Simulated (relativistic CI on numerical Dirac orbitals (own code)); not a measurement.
From line strength to rate: Bi I 2061.63 Å (air)

Problem. For 6s2 6p3 4S°_3/2 – 6s2 6p2 7s 4P_5/2 of Bi I a semi-empirical relativistic CI calculation gives the line strength S = 3.805 e²a₀² in the length gauge. The measured levels are 0.00 and 48489.87 cm⁻¹ (NIST Handbook). Find gf, f, A and the partial lifetime.

Working.
1. σ = 48489.87 − 0.00 = 48489.87 cm⁻¹, so the vacuum wavelength is 10⁸/σ = 2062.29 Å.
2. gf = 303.756 S/λ(Å) = 0.5604, log gf = -0.251; with g = 4 for the lower level, f = 0.14.
3. A = 2.02613 × 10¹⁸ S/(g_u λ³) with g_u = 6: A = 1.46 × 10^8 s⁻¹.
4. The partial lifetime for this S is 1/A = 6.83 ns; in the calculation this line carries 65 % of the decay of the upper level.

Check. The Handbook lists A = 9.60 × 10^7 s⁻¹, a tabulated value with its own uncertainty (a few per cent for the best lines, 25 % or more for others); ours lies 53 % above it. The velocity form of the same calculation gives S = 2.54, and the gap between the two forms is a rough gauge of the error in S. A miss this large is common for lines of near-neutral atoms, where core polarisation and correlation outside the CI space change S. With the computed energy (48273 cm⁻¹) in place of the measured one the rate would change by the factor (σ_calc/σ)³ = 0.99.
